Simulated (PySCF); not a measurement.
These 2 structures share the formula C5H9N3Si. Method: PySCF, PBE0-D3(BJ)/def2-SVP geometry optimisation, gas phase. Energies are electronic, without zero-point or thermal terms, for one conformer each. No frequencies were run at this level. Point groups hold within 0.08 Å.

Question: Order them by energy at this level, lowest first, and give relative energies in kcal/mol.
A. `[SiH3:1][n:2]1[n:3][n:4][cH:5][c:6]1[CH:7]1[CH2:8][CH2:9]1` with C5–C6–C7–C8 105°
B. `[CH2:1]=[CH:2][CH2:3][n:4]1[n:5][cH:6][c:7]([SiH3:8])[n:9]1` with C1–C2–C3–N4 -126°, C2–C3–N4–N5 -73°

Answer: A (0.0), B (6.9).

As drawn, the lower has a three-membered ring, which the higher lacks; the higher has an Si–C bond and a C=C bond outside aromatic rings, which the lower lacks.

| SMILES | E (Eh) | E rel (kcal/mol) | dipole (D) | point group | A, B, C (MHz) |
| --- | --- | --- | --- | --- | --- |
| [SiH3]n1nncc1C1CC1 | -648.76812 | 0.0 | 4.82 | C1 | 1911, 1320, 826.2 |
| C=CCn1ncc([SiH3])n1 | -648.75713 | 6.9 | 1.18 | C1 | 3468, 683.3, 616.1 |

Q: How do the relative energies change in single points at PBE0/pcSseg-1 (no added dispersion term) on the same geometries?

A: 
```
             SMILES  PBE0-D3(BJ)/def2-SVP (kcal/mol)  PBE0/pcSseg-1 (kcal/mol)  shift
 [SiH3]n1nncc1C1CC1                              0.0                       0.0    0.0
C=CCn1ncc([SiH3])n1                              6.9                       4.8   -2.1
```

Each column counts from its own lowest isomer. The order is unchanged; the largest shift is 2.1 kcal/mol.
